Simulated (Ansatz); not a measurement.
`[OH][SnH]([OH])[OH]` + `FC(F)=C(F)C(F)(F)F` → `[OH][Sn]([OH])([OH])[F]` + `F/C=C(\F)C(F)(F)F`  (formal exchange of groups at the Sn–H bond)

Isolated molecules relaxed with PBE0-D4/def2-TZVP in Ansatz; ΔE leaves out vibrations. CCSD(T)/CBS adds triple-zeta CCSD(T) − MP2 to the extrapolated MP2 energy (def2 sets, frozen cores). Functionals use def2-TZVPP. B3LYP here is the variant with VWN-RPA as its local correlation; programs differ in this. Elements past krypton have def2 core potentials. For Sn outer-core shells are correlated without core-valence functions, which leaves a few kJ/mol of doubt a bond. Each species was taken in one conformer, which may not be the lowest.

`[OH][SnH]([OH])[OH]`:

```xyz
8

O     0.154    0.931   -1.553
Sn   -0.559   -0.133   -0.078
O    -0.275    0.902    1.554
O     0.566   -1.723    0.065
H     0.591    1.729   -1.241
H    -2.187   -0.522   -0.308
H     0.406    0.514    2.110
H     1.304   -1.697   -0.550
```

`FC(F)=C(F)C(F)(F)F`:

Z-matrix (Å, degrees):
```
C
F 1 1.328
C 1 1.496 2 111.9
F 1 1.336 2 108.3 3 122.1
F 1 1.336 2 108.3 3 -122.1
F 3 1.331 1 113.4 2 -180.0
C 3 1.326 1 127.4 2 0.0
F 7 1.303 3 122.4 1 180.0
F 7 1.301 3 125.6 1 -0.0
```

`[OH][Sn]([OH])([OH])[F]`:

Cartesian coordinates in Å:
```
O 1.121 0.820 1.257
Sn -0.110 -0.128 0.105
O -1.874 0.648 0.042
O 0.529 -0.232 -1.719
F -0.234 -1.865 0.885
H 1.281 0.345 2.079
H -2.195 0.741 -0.860
H 1.483 -0.329 -1.788
```

`F/C=C(\F)C(F)(F)F`:

Cartesian coordinates in Å:
```
F -0.326 -1.340 2.178
C 0.182 -0.897 1.041
C -0.410 0.059 0.345
F -1.541 0.633 0.732
C 0.122 0.597 -0.947
F 1.258 -0.016 -1.287
F -0.756 0.426 -1.937
F 0.367 1.906 -0.857
H 1.104 -1.368 0.731
```

Problem. Is it downhill or uphill in electronic energy at CCSD(T)/CBS, and by how much? (An estimate is asked.)

Solution. Ansatz gave: Downhill: ΔE = -146.2 kJ/mol.

Problem. What do these levels give: BLYP-D4, r2SCAN-D4, B3LYP-D4, CAM-B3LYP-D4, r2SCAN0, MP2/CBS(def2)? (Best estimate.)

Solution. The calculation gave: BLYP-D4 -134.5, r2SCAN-D4 -129.4, B3LYP-D4 -132.9, CAM-B3LYP-D4 -130.5, r2SCAN0 -127.9, MP2/CBS(def2) -152.8 kJ/mol.

Largest T1 diagnostic among the species: 0.015.

Leaving LDA and LC-ωPBE aside and taking each functional with its dispersion term where it has one, the values, not all of them listed here, spread over 14.6 kJ/mol, from B2PLYP to HSE06-D4. LDA lies +23.3 kJ/mol from PBE without D4. At CCSD(T), def2-SVP lies +27.3 kJ/mol from the extrapolated value and def2-TZVPP +10.5 kJ/mol.
